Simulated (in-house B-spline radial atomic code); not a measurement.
Values are calculated unless marked as measured or tabulated.
# C6 from the polarisability at imaginary frequency: C V (C4+)

PBE linear response of the closed shell 1s2, from a B-spline radial code for spherical atoms; non-relativistic, point nucleus, no spin-orbit coupling.

The dispersion coefficient of two like species is C6 = (3/π) ∫ α(iu)² du from 0 to ∞.

```
u (hartree)  α(iu) (bohr³)
          0        0.00928
      0.335       0.009273
      0.783       0.009243
       1.34       0.009172
       2.24       0.008987
       3.35       0.008653
       5.03       0.007988
       7.83       0.006709
       11.2        0.00527
       16.8       0.003523
         28        0.00177
       55.9      0.0005571
```

**Question.** Fit one oscillator, α(iu) = α(0)/(1 + u²/ω²), through u = 5.03 and estimate C6.

**Answer.** From α(0)/α(iu) − 1 = 0.00928/0.007988 − 1 = 0.1617, ω = u/√0.1617 = 12.5071 hartree (340.3 eV). London's formula gives C6 = (3/4) α(0)² ω = 0.75 × 0.00928² × 12.5071 = 0.0008078 hartree·bohr⁶, and the oscillator holds f = α(0) ω² = 1.45 electrons, of a sum of oscillator strengths of 2.0.

**Question.** How does that compare with the full integral?

**Answer.** The program's quadrature over all excitations gives C6 = 0.0008419, so the single oscillator is off by -4.0 %. At the last point the fit gives α = 0.000442 against 0.000557: higher excitations, and deeper shells where there are any, keep the true curve higher at large u.
